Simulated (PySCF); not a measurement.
From one molecule to another.

First species: C8H16N2.
SMILES with atom numbers: `[CH2:1]=[CH:2][N:3]([CH3:4])[N:5]1[CH2:6][CH2:7][CH2:8][CH2:9][CH2:10]1` (hydrogens: H11, H12 on C1; H13 on C2; H14, H15, H16 on C4; H17, H18 on C6; H19, H20 on C7; H21, H22 on C8; H23, H24 on C9; H25, H26 on C10)

Second species: C₅H₆N₂.
Structure used (GFN2-xTB), in Å, numbered top down from 1:
```
atom  x, y, z in Å
N1     2.2873   -0.1104    0.1728
C2     0.9253   -0.1115    0.0621
C3     0.2069    1.0799   -0.1184
C4    -1.1684    1.0164   -0.1503
C5    -1.7953   -0.2167   -0.0038
C6    -0.9959   -1.3320    0.1643
N7     0.3257   -1.2927    0.1932
H8     2.7281   -1.0134    0.1248
H9     2.7978    0.6695   -0.2030
H10    0.7326    2.0169   -0.2268
H11   -1.7524    1.9153   -0.2889
H12   -2.8700   -0.3020   -0.0235
H13   -1.4261   -2.3189    0.2798
```

Levels: PBE0/pcSseg-1 for HOMO energy, LUMO energy and HOMO–LUMO gap. Geometries: GFN2-xTB. All species are isolated and taken at one optimised geometry, non-relativistic unless stated; the electronic structure was computed with PySCF and density fitting.

Dipoles, sizes and rotational constants follow the conformer. The torsions of the flexible species, by atom-mapped SMILES:
- `[NH2:1][c:2]1[cH:3][cH:4][cH:5][cH:6][n:7]1`: H–N1–C2–C3 -169°, H–N1–C2–C3 -22°

The conformers of `C=CN(C)N1CCCCC1` aren't listed.

Values for the first species:

```
HOMO energy   : -5.62 eV
LUMO energy   : 1.19 eV
HOMO–LUMO gap : 6.81 eV
```

Task: Estimate the same properties for the second species, and the change in each.

Result: 
| property | first | second | second less first |
| --- | --- | --- | --- |
| HOMO energy | -5.62 eV | -6.21 eV | -0.59 eV |
| LUMO energy | 1.19 eV | -0.44 eV | -1.63 eV |
| HOMO–LUMO gap | 6.81 eV | 5.77 eV | -1.04 eV |

